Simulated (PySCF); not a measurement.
Exercise with solution: dipole moment from atomic charges

ClCuH₂O, SMILES [OH2]->[Cu][Cl], multiplicity 1. Atoms are numbered in the order given.

```xyz
5

Cu     0.2671     0.0224     0.0000
Cl    -1.8210    -0.0227     0.0000
O      2.2373     0.0514     0.0000
H      2.6562    -0.3380     0.7775
H      2.6562    -0.3380    -0.7775
```

Geometry optimised at B3LYP-D3(BJ)/def2-TZVP. The spin state was assumed, not searched.

Charges (e) from PBE/def2-TZVPD (PySCF):

```
atom  ESP fit     IAO
----  -------  ------
Cu1     0.220   0.518
Cl2    -0.455  -0.643
O3     -0.479  -0.674
H4      0.357   0.399
H5      0.357   0.399
```

The dipole moment of the full density is 8.02 D.

What dipole moment does each set of point charges give, and which comes closer to that of the density?


μ = Σ q r, and 1 e Å = 4.8032 D.
ESP fit: Σ q r = (1.712, -0.251, 0.000) e Å, |μ| = 8.31 D.
IAO: Σ q r = (1.921, -0.278, 0.000) e Å, |μ| = 9.32 D.
ESP fit comes closer in size. Point charges leave out the atoms' own dipoles (lone pairs, polarised bonds); fits to the potential absorb them, partitions of the density don't.
